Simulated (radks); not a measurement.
The numbers below are computed, except where a source is named.
Problem. Er III, 66 electrons, occupied as [Xe] 4f12. Code: a radial shooting solver on a logarithmic mesh with Libxc functionals. Model: scalar-relativistic Kohn-Sham, exchange-only PBE, spin-unpolarised, spherical densities, finite nucleus; Fermi nuclear charge, rms radius 5.2516 fm. Some entries of the table are withheld. Estimate them.

orbital  occ.  eigenvalue (eV)  <r> (bohr)
1s          2        -57376.93     0.02037
2s          2              (1)     0.08647
2p          6        -8538.305     0.07672
3s          2        -2172.294      0.2254
3p          6              (2)      0.2245
3d         10        -1409.971      0.2038
4s          2        -438.8478      0.5082
4p          6        -327.5385      0.5391
4d         10              (3)      0.5839
5s          2         -65.0856       1.253
5p          6         -39.5883       1.492
4f         12              (4)      0.8245
6s          0         -14.6721       3.352
5d          0         -12.8020       2.538
6p          0         -10.2338       4.137

Solution. 
(1) 2s eigenvalue (eV): -9650.575
(2) 3p eigenvalue (eV): -1833.863
(3) 4d eigenvalue (eV): -178.3922
(4) 4f eigenvalue (eV): -16.2423
